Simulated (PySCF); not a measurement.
C3H8AlN, SMILES C=[CH][Al]([CH3])[NH2]. Geometry: B3LYP-D3(BJ)/def2-SVP. The structure was generated by enumeration; whether it is a known compound was not checked. Other conformers were not sampled.

**Question.** Give the equilibrium geometry at B3LYP-D3(BJ)/def2-SVP (PySCF confirms it by a frequency run) as a Z-matrix. (Estimate from the structure and the level; the computed values follow.)

**Answer.** Several could match; the one computed here: 
```
Al
N 1 1.7799
H 2 1.0157 1 125.91
H 2 1.0158 3 109.37 1 179.96
C 1 1.9555 2 117.58 3 -0.23
C 5 1.3445 1 124.05 2 -0.83
H 6 1.0981 5 122.16 1 0.03
H 6 1.0984 7 114.80 5 179.98
H 5 1.1012 6 115.62 7 179.96
C 1 1.9586 2 119.88 3 179.79
H 10 1.1025 1 113.17 2 0.08
H 10 1.1044 11 107.48 1 -122.98
H 10 1.1044 11 107.48 12 -114.07
```
Charge 0, spin multiplicity 1.
